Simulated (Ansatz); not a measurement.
`N[SiH](F)S`. Charge 0, multiplicity 1.

| atom | x (Å) | y (Å) | z (Å) |
| --- | --- | --- | --- |
| N1 | -1.065 | 0.392 | -0.807 |
| Si2 | 0.390 | 0.211 | 0.032 |
| F3 | 1.550 | -0.573 | -0.744 |
| S4 | -0.061 | -0.940 | 1.756 |
| H5 | -1.232 | 1.168 | -1.424 |
| H6 | -1.703 | -0.371 | -0.957 |
| H7 | 0.940 | 1.557 | 0.290 |
| H8 | 1.181 | -1.445 | 1.854 |

What are the harmonic wavenumbers in cm⁻¹ at PBE0-D4/def2-TZVP (Ansatz, finite differences of forces, unscaled)? (Estimate.)

The calculation gave: 185, 205, 257, 307, 334, 361, 526, 697, 755, 835, 860, 905, 963, 1575, 2271, 2714, 3618, 3717.

Is this a minimum?

Yes, all 18 modes are real.

Give the ideal-gas thermochemistry at 298.15 K and 1 bar (rigid rotor, harmonic oscillator; point group C1, symmetry number 1).

Zero-point energy 126.1 kJ/mol; H(298) − E = 145.0 kJ/mol; entropy 324.0 J/(mol·K), of which translation 165.9, rotation 109.8, vibration 48.3; G(298) − E = 48.4 kJ/mol.
